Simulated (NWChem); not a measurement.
System: CF3NOSi; SMILES O=C=N[Si](F)(F)F

NWChem input:

```
start job
memory heap 200 mb stack 900 mb global 1100 mb
geometry units angstroms noautoz
  O      3.293115    -0.171091     0.041664
  C      2.122963    -0.112243     0.027512
  N      0.921803    -0.052410     0.012981
  Si    -0.750779     0.038691    -0.007530
  F     -1.347911    -1.029002    -1.014696
  F     -1.335216    -0.247334     1.437326
  F     -1.217927     1.482022    -0.465386
end
basis spherical
  * library def2-svp
end
dft
  xc b3lyp
  iterations 150
  mulliken
end
task dft energy
```

NWChem printed, in part:

```
             Northwest Computational Chemistry Package (NWChem) 7.3.0
             --------------------------------------------------------

 C1  symmetry detected

                             Geometry "geometry" -> ""
                             -------------------------

 Output coordinates in angstroms (scale by  1.889725989 to convert to a.u.)

  No.       Tag          Charge          X              Y              Z
 ---- ---------------- ---------- -------------- -------------- --------------
    1 O                    8.0000     0.00049469    -3.29915645     0.00031250
    2 C                    6.0000    -0.00112016    -2.12744193    -0.00092448
    3 N                    7.0000    -0.00321127    -0.92470779    -0.00256997
    4 Si                  14.0000    -0.00003319     0.75047400    -0.00002051
    5 F                    9.0000    -0.18502403     1.30354026    -1.47338890
    6 F                    9.0000    -1.18287037     1.30163419     0.89892579
    7 F                    9.0000     1.37075074     1.29751684     0.57683241

 Effective nuclear repulsion energy (a.u.)     373.8321621616

                                 NWChem DFT Module
                                 -----------------

 Summary of "ao basis" -> "ao basis" (spherical)
 ------------------------------------------------------------------------------
       Tag                 Description            Shells   Functions and Types
 ---------------- ------------------------------  ------  ---------------------
 O                          def2-svp                 6       14   3s2p1d
 C                          def2-svp                 6       14   3s2p1d
 N                          def2-svp                 6       14   3s2p1d
 Si                         def2-svp                 8       18   4s3p1d
 F                          def2-svp                 6       14   3s2p1d

            General Information
            -------------------
          SCF calculation type: DFT
          Wavefunction type:  closed shell.
          No. of atoms     :     7
          No. of electrons :    62
           Alpha electrons :    31
            Beta electrons :    31
          Charge           :     0
          Spin multiplicity:     1
          Use of symmetry is: off; symmetry adaption is: off
          Maximum number of iterations: 150
          AO basis - number of functions:   102
                     number of shells:    44
          Convergence on energy requested:  1.00D-06
          Convergence on density requested:  1.00D-05
          Convergence on gradient requested:  5.00D-04

              XC Information
              --------------
                         B3LYP Method XC Potential
                     Hartree-Fock (Exact) Exchange  0.200
                        Slater Exchange Functional  0.800 local
                    Becke 1988 Exchange Functional  0.720 non-local
              Lee-Yang-Parr Correlation Functional  0.810
                  VWN I RPA Correlation Functional  0.190 local

             Grid Information
             ----------------
          Grid used for XC integration:  medium
          Radial quadrature: Mura-Knowles
          Angular quadrature: Lebedev.
          Tag              B.-S. Rad. Rad. Pts. Rad. Cut. Ang. Pts.
          ---              ---------- --------- --------- ---------
          O                   0.60       49          11.0       434
          C                   0.70       49          10.0       434
          N                   0.65       49           7.0       434
          Si                  1.10       88           9.0       590
          F                   0.50       49          11.0       434
          Grid pruning is: on
          Number of quadrature shells:   382
          Spatial weights used:  Erf1

      Superposition of Atomic Density Guess
      -------------------------------------

 Sum of atomic energies:        -753.17622443

      Non-variational initial energy
      ------------------------------

 Total energy =    -755.336801
 1-e energy   =   -1789.021693
 2-e energy   =     659.852730
 HOMO         =      -0.407364
 LUMO         =       0.064197

     ---------------------------------------------
      Total Density - Mulliken Population Analysis
     ---------------------------------------------

    Atom       Charge   Shell Charges
 -----------   ------   -------------------------------------------------------
    1 O    8     8.55   1.99  1.13  0.64  2.97  1.80  0.02
    2 C    6     5.16   1.99  0.89  0.17  1.48  0.53  0.11
    3 N    7     7.58   1.99  1.02  0.43  2.56  1.56  0.01
    4 Si  14    12.09   2.00  1.99  0.64  0.02  5.93  0.76  0.32  0.42
    5 F    9     9.54   1.99  1.14  0.78  3.50  2.12  0.00
    6 F    9     9.54   1.99  1.14  0.78  3.50  2.12  0.00
    7 F    9     9.54   1.99  1.14  0.78  3.50  2.13  0.00

   convergence    iter        energy       DeltaE   RMS-Dens  Diis-err
 ---------------- ----- ----------------- --------- --------- ---------
 d= 0,ls=0.0,diis     1   -756.7208149961 -1.13D+03  1.83D-02  1.61D+00
 d= 0,ls=0.0,diis     2   -756.4948554335  2.26D-01  1.09D-02  4.46D+00
 d= 0,ls=0.0,diis     3   -756.8673873180 -3.73D-01  3.79D-03  3.28D-01
 d= 0,ls=0.0,diis     4   -756.8925736950 -2.52D-02  1.42D-03  7.32D-02
 d= 0,ls=0.0,diis     5   -756.8999826834 -7.41D-03  3.22D-04  2.26D-03
  Resetting Diis
 d= 0,ls=0.0,diis     6   -756.9001771300 -1.94D-04  9.42D-05  4.81D-04
 d= 0,ls=0.0,diis     7   -756.9002197536 -4.26D-05  2.78D-05  3.50D-06
 d= 0,ls=0.0,diis     8   -756.9002184293  1.32D-06  1.91D-05  1.73D-05
 d= 0,ls=0.0,diis     9   -756.9002200944 -1.67D-06  3.20D-06  2.71D-07
 d= 0,ls=0.0,diis    10   -756.9002201191 -2.47D-08  9.24D-07  2.79D-08

         Total DFT energy =     -756.900220119124
      One electron energy =    -1790.631537120031
           Coulomb energy =      733.307529922969
    Exchange-Corr. energy =      -73.408375083661
 Nuclear repulsion energy =      373.832162161599

 Numeric. integr. density =       62.000005323704

                       DFT Final Molecular Orbital Analysis
                       ------------------------------------

 Vector   29  Occ=2.000000D+00  E=-4.371413D-01
              MO Center=  7.2D-04,  1.3D+00,  5.6D-04, r^2= 2.6D+00
   Bfn.  Coefficient  Atom+Function         Bfn.  Coefficient  Atom+Function
  ----- ------------  ---------------      ----- ------------  ---------------
    64      0.392676  5 F  px                94      0.364730  7 F  pz
    80     -0.315328  6 F  pz                67     -0.274573  5 F  px
    97     -0.255046  7 F  pz                78     -0.239107  6 F  px
    83      0.220492  6 F  pz                81      0.167200  6 F  px
    92     -0.153314  7 F  px                95      0.107210  7 F  px

 Vector   30  Occ=2.000000D+00  E=-3.470862D-01
              MO Center=  3.9D-03, -1.7D+00, -2.1D-02, r^2= 2.5D+00
   Bfn.  Coefficient  Atom+Function         Bfn.  Coefficient  Atom+Function
  ----- ------------  ---------------      ----- ------------  ---------------
    34      0.432161  3 N  pz                 6      0.393730  1 O  pz
    37     -0.339554  3 N  pz                 9      0.278762  1 O  pz
    32      0.146525  3 N  px                 4      0.133487  1 O  px
    35     -0.115134  3 N  px                65     -0.115364  5 F  py
     7      0.094503  1 O  px                68      0.083620  5 F  py

 Vector   31  Occ=2.000000D+00  E=-3.470837D-01
              MO Center= -7.2D-03, -1.7D+00,  1.8D-02, r^2= 2.5D+00
   Bfn.  Coefficient  Atom+Function         Bfn.  Coefficient  Atom+Function
  ----- ------------  ---------------      ----- ------------  ---------------
    32      0.432168  3 N  px                 4      0.393723  1 O  px
    35     -0.339566  3 N  px                 7      0.278750  1 O  px
    34     -0.146520  3 N  pz                 6     -0.133493  1 O  pz
    37      0.115117  3 N  pz                79     -0.111741  6 F  py
     9     -0.094517  1 O  pz                93      0.088383  7 F  py

 Vector   32  Occ=0.000000D+00  E=-4.346964D-03
              MO Center= -3.2D-02, -1.5D+00, -1.2D-02, r^2= 3.1D+00
   Bfn.  Coefficient  Atom+Function         Bfn.  Coefficient  Atom+Function
  ----- ------------  ---------------      ----- ------------  ---------------
    18      0.504423  2 C  px                21      0.473563  2 C  px
    53     -0.353543  4 Si px                 7     -0.329690  1 O  px
     4     -0.313066  1 O  px                35     -0.247447  3 N  px
    20      0.226329  2 C  pz                23      0.212459  2 C  pz
    32      0.191697  3 N  px                50     -0.170780  4 Si px

 Vector   33  Occ=0.000000D+00  E=-4.331416D-03
              MO Center=  3.1D-02, -1.5D+00,  1.1D-02, r^2= 3.1D+00
   Bfn.  Coefficient  Atom+Function         Bfn.  Coefficient  Atom+Function
  ----- ------------  ---------------      ----- ------------  ---------------
    20      0.504472  2 C  pz                23      0.473492  2 C  pz
    55     -0.353621  4 Si pz                 9     -0.329665  1 O  pz
     6     -0.313070  1 O  pz                37     -0.247402  3 N  pz
    18     -0.226343  2 C  px                21     -0.212467  2 C  px
    34      0.191704  3 N  pz                52     -0.170802  4 Si pz

 Vector   34  Occ=0.000000D+00  E= 2.355286D-02
              MO Center= -3.3D-05,  3.3D-01,  6.0D-05, r^2= 4.7D+00
   Bfn.  Coefficient  Atom+Function         Bfn.  Coefficient  Atom+Function
  ----- ------------  ---------------      ----- ------------  ---------------
    46      1.493031  4 Si s                 31     -0.989671  3 N  s
    17      0.850653  2 C  s                 63     -0.345430  5 F  s
    77     -0.345433  6 F  s                 91     -0.345277  7 F  s
    30     -0.247415  3 N  s                  3     -0.232066  1 O  s
    44      0.231918  4 Si s                 69     -0.148955  5 F  pz

[...]
```

Level: B3LYP/def2-SVP. The geometry was optimised at B3LYP/6-31G* (spherical d). B3LYP is NWChem's, with the RPA form of VWN correlation.
